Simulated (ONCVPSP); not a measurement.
## Building the ONCV potential for Hf (PBE, scalar-relativistic).

```
Element                 : Hf (Z = 72)
Generator               : ONCVPSP 4.0.1
Type                    : optimised norm-conserving Vanderbilt (ONCV)
Functional              : PBE
Relativity              : scalar-relativistic
Frozen core             : [Kr] 4d10 4f14
Valence charge          : 12
Reference configuration : 5s2 5p6 5d2.5 6s1.5
Partial waves           : 5s+6s: rc 2.05 bohr, ncon 4, nbas 7, qcut 5.1 1/bohr, 2 projectors; 5p: rc 2.00 bohr, ncon 5, nbas 9, qcut 6.8 1/bohr, 2 projectors, debl 2.9 Ha; 5d: rc 2.95 bohr, ncon 3, nbas 7, qcut 5.4 1/bohr, 2 projectors, debl 1.7 Ha
Local potential         : polynomial inside 1.95 bohr (lpopt 5, dvloc0 6 Ha)
Core correction         : Teter function, fcfact 5.75, rcfact 1.25
```

Poles of the logarithmic derivatives, all-electron (AE) and pseudo (PS). s: poles at -2.3, 3.6 (AE) and -2.3, 3.5 (PS) Ha. p: poles at -0.9 (AE) and -0.9 (PS) Ha. d: poles at 0.2, 2.5 (AE) and 0.2, 2.5 (PS) Ha. Test radii: s 2.08, p 2.03, d 3.00 bohr.

* Cutoffs needed: 14 Ha and 19 Ha (the cutoffs (Ha) at which the residual kinetic energy of the hardest occupied pseudo-wave falls to 1 and 0.1 mHa per electron)
* Ghost test: no bound ghost flagged; no localised positive-energy state flagged
* Largest excitation error: +5.5 meV (all-electron minus pseudo) for 5s2 5p6 5d2 6s0, out of 4 test configurations
* rms error of d²Exc/dni dnj: 7.55 mHa without and 0.80 mHa with the model core
